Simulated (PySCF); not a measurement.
Species: C6H11Cl.
Structure used (PBE0-D3(BJ)/def2-SVP), in Å, numbered top down from 1:
```xyz
18
C6H11Cl angstrom
C     -0.9881    0.8691   -0.3688
C     -0.2204   -0.3149    0.1423
C     -0.8515   -1.6305   -0.2215
C      0.9171   -0.2095    0.8639
C      1.5207    1.0783    1.3420
C      1.6876   -1.4173    1.2915
Cl     1.3982   -1.8184    3.0342
H     -1.9461    0.9729    0.1702
H     -0.4465    1.8185   -0.2841
H     -1.2458    0.7228   -1.4310
H     -0.6609   -1.8869   -1.2786
H     -1.9459   -1.5606   -0.1136
H     -0.5178   -2.4671    0.4046
H      0.8906    1.9557    1.1572
H      2.5038    1.2571    0.8730
H      1.6945    1.0136    2.4288
H      1.4389   -2.3190    0.7235
H      2.7695   -1.2422    1.2066
```

The closed-shell ground state was solved at several levels (PySCF, density fitting, gas phase, non-relativistic).

| level | basis functions | HOMO (eV) | LUMO (eV) | gap (eV) | dipole (D) |
| --- | --- | --- | --- | --- | --- |
| KT2/pcSseg-1 | 181 | -5.77 | -1.17 | 4.60 | 2.43 |
| PBE0/pcSseg-1 | 181 | -6.82 | -0.16 | 6.66 | 2.46 |

What might CAM-B3LYP/def2-SVPD (235 basis functions) give for the same quantities?

HOMO -8.09 eV, LUMO 0.82 eV, gap 8.91 eV, dipole 2.43 D.

Over all these levels, which gives the widest orbital gap and which the narrowest?

CAM-B3LYP/def2-SVPD (range-separated hybrid) has the widest, 8.91 eV, and KT2/pcSseg-1 (GGA) the narrowest, 4.60 eV. Functional and basis both differ between the two, so the spread mixes both effects.

How far do the dipole and the HOMO energy spread over the levels?

The dipole runs from 2.43 to 2.46 D (mean 2.44 D) and the HOMO from -8.09 to -5.77 eV.

One conformer stands for the species.
